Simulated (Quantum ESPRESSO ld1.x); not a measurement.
Yb+, 69 electrons, occupied as [Xe] 4f14 6s1 (the NIST ground configuration).

Method: scalar-relativistic Kohn-Sham, PBE, spin-unpolarised, spherical densities, point nucleus; computed with ld1.x of Quantum ESPRESSO 7.5.

Energy parts (hartree):
| part | energy |
|---|---|
| total | -14059.567 |
| kinetic | 15323.887 |
| electron-nucleus | -34594.830 |
| Hartree | 5504.007 |
| exchange-correlation | -292.631 |

Orbitals (lengths in bohr, moments of r in powers of bohr):
orbital  occ.  eigenvalue (hartree)      <r>
1s          2              -2250.99  0.01966
2s          2              -381.575  0.08333
2p          6              -336.292  0.07415
3s          2              -86.1964   0.2167
3p          6              -72.5485   0.2162
3d         10              -55.9454   0.1961
4s          2              -17.1553   0.4879
4p          6              -12.6769   0.5183
4d         10              -6.78555   0.5601
4f         14              -0.35797   0.7861
5s          2              -2.26858    1.208
5p          6              -1.25743    1.447
5d          0              -0.23736    2.813
6s          1              -0.34083    3.543
6p          0              -0.20321    4.685

The highest occupied level is 6s at -9.274 eV. The density falls to 0.001 e/bohr^3 at r = 4.33 bohr.
